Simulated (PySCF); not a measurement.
# Computed records: AlGeH₃N

Calculation on a computer-drawn molecule: the log of a Hartree-Fock and frozen-core CCSD(T) single point meant for a local Hartree-Fock minimum, with one planted fault or none, to be diagnosed. Offsets are logged minus clean, where the clean run is the same molecule without the fault. The reference is restricted for singlets and unrestricted otherwise, and also for a bond in bohr or an excited solution. Adding or removing an electron swaps singlet and doublet. The excited solution moves the top pair (singlet) or top alpha electron (doublet) to the lowest empty orbital. Highest occupied and lowest empty are orbital energies over both spins, largest force is the largest gradient component, triples share is (T) over the correlation energy, the T1 limit is 0.02 restricted and 0.045 unrestricted, electrons count all cores, a negative frequency is imaginary (commonest isotopes), and the dipole is about the centre of nuclear charge; on germanium a core potential holds 10 electrons, which the energies leave out, and 3d is frozen in MP2 and coupled-cluster steps. Program: PySCF 2.14.0.

Entry: AlGeH₃N

Logged structure:
```xyz
6
AlGeH3N
N      0.4847     1.6638    -1.4692
Ge    -0.4668     1.8224    -0.1088
Al    -1.6314    -0.2353     0.8414
H      0.6770    -0.0515    -2.2791
H     -0.7257     3.0966     0.6527
H     -2.2890    -1.5574     1.3276
```

* meant charge: 1
* meant multiplicity: 1
* meant basis: cc-pV(D+d)Z
* meant basis and core potential on germanium: cc-pVDZ-PP ECP10MDF
* logged electrons: 54
* logged basis functions: 75
* logged SCF converged: yes
* logged spin squared: 1.4959
* logged highest occupied: -13.699 eV
* logged lowest empty: -5.2092 eV
* logged largest force: 0.087198 hartree/bohr
* logged T1 diagnostic: 0.095543
* logged D1 diagnostic: 0.30881
* logged triples share: 0.052838
* logged CC converged: yes
* logged dipole magnitude: 7.5974 debye
* logged SCF stable within its kind: yes
* logged energy HF: -591.04738 hartree
* logged energy CCSD(T): -591.36764 hartree
* possible faults: no fault, one electron removed, one electron added, multiplicity raised by two, geometry at a saddle point, SCF held on an excited solution, minimal basis STO-3G, one bond length entered in bohr, all coordinates scaled
* planted fault: one bond length entered in bohr, row 3 of the drawn bonds
* HF energy offset from clean run: 64.57 kcal/mol
* CCSD(T) energy offset from clean run: 88.57 kcal/mol

Drawn bonds:
```csv
atom,other atom,order
1,2,2
2,3,1
1,4,1
2,5,1
3,6,1
```

Notes: T1 above single-reference limit.
